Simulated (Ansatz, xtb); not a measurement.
A geometry optimisation of CH2F2OSi+ with r2SCAN-D4/def2-SVP

The starting geometry of this gas-phase doublet was built from a drawn formula by distance geometry and a force field; its bonds are those of `[O][C@H](F)[SiH+]F`.

```xyz
7

C     1.2579   -0.3851   -0.5164
F     2.0008   -0.6574   -1.6815
F    -1.0200   -0.0766   -2.2768
O     2.1020    0.2573    0.3346
Si   -0.1211    0.6997   -1.1313
H     0.7358   -1.3038   -0.2180
H    -1.1128    1.1228   -0.0990
```

Problem. Predict what becomes of its bonds when it is optimised with r2SCAN-D4/def2-SVP.

Solution. A new bond forms, giving a structure given below by its coordinates. Distances that change by over a tenth: C1–Si5 (1.86 → 2.10 Å). Contacts that close: O4–Si5 (2.70 → 1.68 Å).

The energy falls by 2.92 eV over 21 steps:

```json
{"step": "1", "E − E(last) (eV)": "2.916"}
{"step": "3", "E − E(last) (eV)": "1.877"}
{"step": "5", "E − E(last) (eV)": "1.789"}
{"step": "8", "E − E(last) (eV)": "1.737"}
{"step": "10", "E − E(last) (eV)": "1.416"}
{"step": "12", "E − E(last) (eV)": "0.457"}
{"step": "14", "E − E(last) (eV)": "0.064"}
{"step": "17", "E − E(last) (eV)": "0.003"}
{"step": "19", "E − E(last) (eV)": "0.000"}
{"step": "21", "E − E(last) (eV)": "0.000"}
```

Final geometry (Å):

| atom | x (Å) | y (Å) | z (Å) |
| --- | --- | --- | --- |
| C | 1.3597 | -0.7114 | -0.5904 |
| F | 1.9076 | -1.2216 | -1.6394 |
| F | -0.6189 | 0.8288 | -2.4061 |
| O | 1.3593 | 0.6390 | -0.5027 |
| Si | -0.2728 | 0.5756 | -0.8914 |
| H | 1.3901 | -1.3375 | 0.3191 |
| H | -1.2824 | 0.8840 | 0.1222 |

From the same start GFN2-xTB ends elsewhere, in pieces: CHFO + FHSi.

The end wasn't checked by frequencies. Open shells are spin-unrestricted. Run with Ansatz 0.2.0, 49 s on 2 threads of Intel(R) Xeon(R) 6975P-C (Granite Rapids) (shared host).
